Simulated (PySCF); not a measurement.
Job for PySCF: D3(BJ) and D4 dispersion corrections on FH5SeSi (a complex), monomers drawn apart or pushed together.

```python
from pyscf import gto
from pyscf.dispersion import dftd3, dftd4

mol = gto.M(
    atom='''
    Si    0.61402893   -1.35464198    0.86010965
    Se   -0.47343933    0.68384332    0.98736016
    H     0.05015240   -2.15991716   -0.24270941
    H     2.01749974   -0.99593806    0.57953026
    H     0.48859011   -2.07772637    2.13964288
    H    -1.75219666    0.08040352    1.39748303
    F     1.44175796    1.08902022    5.74169799
    H     0.99077215    1.19855109    4.92445817
    ''',
    basis='def2-svp',
    charge=0, spin=0, verbose=0, max_memory=1800)
d3, d4 = {}, {}
for xc in ['hf', 'pbe', 'blyp', 'revpbe', 'tpss', 'r2scan', 'b3lyp', 'pbe0', 'bhlyp', 'camb3lyp', 'b2plyp']:
    d3[xc] = float(dftd3.DFTD3Dispersion(mol, xc=xc, version='d3bj', atm=False).get_dispersion()['energy'])
    print(f'D3(BJ) {xc:10s} {d3[xc]:14.8f} Eh')
for xc in ['hf', 'pbe', 'blyp', 'revpbe', 'tpss', 'r2scan', 'b3lyp', 'pbe0', 'bhlyp', 'camb3lyp', 'b2plyp']:
    d4[xc] = float(dftd4.DFTD4Dispersion(mol, xc={'camb3lyp': 'cam-b3lyp'}.get(xc, xc), atm=True).get_dispersion()['energy'])
    print(f'D4     {xc:10s} {d4[xc]:14.8f} Eh')
```

Output:

```
D3(BJ) hf            -0.03745402 Eh
D3(BJ) pbe           -0.00441729 Eh
D3(BJ) blyp          -0.00992766 Eh
D3(BJ) revpbe        -0.01056902 Eh
D3(BJ) tpss          -0.00573204 Eh
D3(BJ) r2scan        -0.00126933 Eh
D3(BJ) b3lyp         -0.00826642 Eh
D3(BJ) pbe0          -0.00400865 Eh
D3(BJ) bhlyp         -0.00709319 Eh
D3(BJ) camb3lyp      -0.00394529 Eh
D3(BJ) b2plyp        -0.00418384 Eh
D4     hf            -0.01334110 Eh
D4     pbe           -0.00397160 Eh
D4     blyp          -0.00856969 Eh
D4     revpbe        -0.01092866 Eh
D4     tpss          -0.00531279 Eh
D4     r2scan        -0.00095852 Eh
D4     b3lyp         -0.00645461 Eh
D4     pbe0          -0.00337114 Eh
D4     bhlyp         -0.00547608 Eh
D4     camb3lyp      -0.00347063 Eh
D4     b2plyp        -0.00274373 Eh
```

The run finished.

Cost: roughly 0.020 core-seconds.
